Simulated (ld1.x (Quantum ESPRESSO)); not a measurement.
# Ranking TM potentials for cadmium

All share these settings but for the change named:

- Element: cadmium (Cd)
- Generator: ld1.x (Quantum ESPRESSO) 7.5
- Type: norm-conserving Troullier–Martins (Kleinman–Bylander form)
- Functional: PBE
- Relativity: non-relativistic
- Frozen core: [Ar] 3d10
- Valence charge: 20
- Reference configuration: 4s2 4p6 4d9 5s0 5p0 (charge +3)
- Partial waves: 4s (bound): rc 1.15 bohr; 4d (bound): rc 1.15 bohr; 4p (bound): rc 0.90 bohr
- Local potential: the p channel
- Core correction: none

Cutoff: the first of the cutoffs (Ry, on a coarse ladder) from which the occupation-weighted sum of valence levels, in a spherical-Bessel basis at the reference potential, stays within 10 and 1 mRy of its value at 400 Ry; the density cutoff is not measured.

The base gives 180 Ry.

Of 8 variants that were run, those that failed, showed a ghost or another fault, or gave nearly equal values are left out.

A variant can come out equal or close to the base.

**Question.** Rank these variants from softest to hardest (loose cutoff).
A. all radii scaled by about 1.39 (s 1.60, p 1.26, d 1.60 bohr)
B. all radii scaled by about 0.92 (s 1.06, p 0.82, d 1.06 bohr)
C. all radii scaled by about 1.28 (s 1.46, p 1.16, d 1.46 bohr)
D. all radii scaled by about 1.13 (s 1.30, p 1.02, d 1.30 bohr)

**Answer.** A (90 Ry), C (140 Ry), D (160 Ry), B (260 Ry).
